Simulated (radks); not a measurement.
Question: Neutral molybdenum, [Kr] 4d5 5s1. All-electron calculation, non-relativistic Kohn-Sham, r2SCAN, spin-polarised, spherical densities, point nucleus; meta-GGA in the generalised Kohn-Sham scheme. Program: a radial shooting solver on a logarithmic mesh with Libxc functionals. Every spin shell is full or empty, so the densities are truly spherical. Functionals are evaluated on that one density, not self-consistently. Rank these exchange functionals by their error against the exact value of the orbitals, and give that value: LDA, B88, PW91, SOGGA, B86b, APBE, r2SCAN, Tao-Mo.

Answer: Exact: -119.853 hartree. From best to worst, with 100 (|E| - |E exact|)/|E exact| (equal figures are ties): PW91 +0.02, r2SCAN -0.04, B86b +0.04, B88 +0.06, APBE +0.38, Tao-Mo -0.72, SOGGA -2.40, LDA -5.19.
